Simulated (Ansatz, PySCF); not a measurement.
Ga(H)(SiH3)2 (GaH₇Si₂), SMILES [SiH3][GaH][SiH3]. Atoms are numbered in the order given.

```xyz
10

Ga    -0.3934    -0.4160    -0.5665
H     -1.2154    -1.2284    -1.6341
Si    -0.5406     1.9790    -0.5209
H      0.5561     2.5333    -1.3774
H     -0.3452     2.5166     0.8604
H     -1.8382     2.4998    -1.0477
Si     0.9975    -1.5820     1.0036
H      2.1746    -0.7576     1.4158
H      1.4996    -2.8909     0.4867
H      0.1888    -1.8563     2.2342
```

The structure is a stationary point at ωB97X-D3(BJ)/def2-SVP.

Two levels are set side by side: PBE-D3(BJ)/def2-SVP (Ansatz, a program for electronic structure) and ωB97X-D3(BJ)/def2-SVP (PySCF). Each level has its own optimised geometry; the coordinates shown are those of the second. Frequencies come from the Hessian of PySCF at each geometry. Differences are taken from unrounded values.

```csv
quantity,ωB97X-D3(BJ)
mean bond length (Å),1.705
bond Ga1–Si3 (Å),2.400
bond Ga1–Si7 (Å),2.400
bond Ga1–H2 (Å),1.573
bond Si3–H4 (Å),1.498
bond Si3–H5 (Å),1.495
bond Si3–H6 (Å),1.494
bond Si7–H8 (Å),1.495
bond Si7–H9 (Å),1.494
bond Si7–H10 (Å),1.498
highest harmonic wavenumber (cm⁻¹),2241
mean harmonic wavenumber (cm⁻¹),1023
zero-point energy (kcal/mol),35.11
```

What does PBE-D3(BJ) give, and how far is it from ωB97X-D3(BJ)? (An estimate is asked for; the answer gives what the named calculation found.)


| quantity | PBE-D3(BJ) | PBE-D3(BJ) minus ωB97X-D3(BJ) |
|---|---|---|
| mean bond length (Å) | 1.722 | 0.016 |
| bond Ga1–Si3 (Å) | 2.426 | 0.026 |
| bond Ga1–Si7 (Å) | 2.426 | 0.026 |
| bond Ga1–H2 (Å) | 1.589 | 0.015 |
| bond Si3–H4 (Å) | 1.512 | 0.014 |
| bond Si3–H5 (Å) | 1.508 | 0.013 |
| bond Si3–H6 (Å) | 1.507 | 0.013 |
| bond Si7–H8 (Å) | 1.508 | 0.013 |
| bond Si7–H9 (Å) | 1.507 | 0.013 |
| bond Si7–H10 (Å) | 1.512 | 0.014 |
| highest harmonic wavenumber (cm⁻¹) | 2156 | -85 |
| mean harmonic wavenumber (cm⁻¹) | 970 | -53 |
| zero-point energy (kcal/mol) | 33.28 | -1.82 |

GGA bonds tend to be longer and softer than those of functionals with exact exchange. Differences between two approximate levels are no errors against the true value.
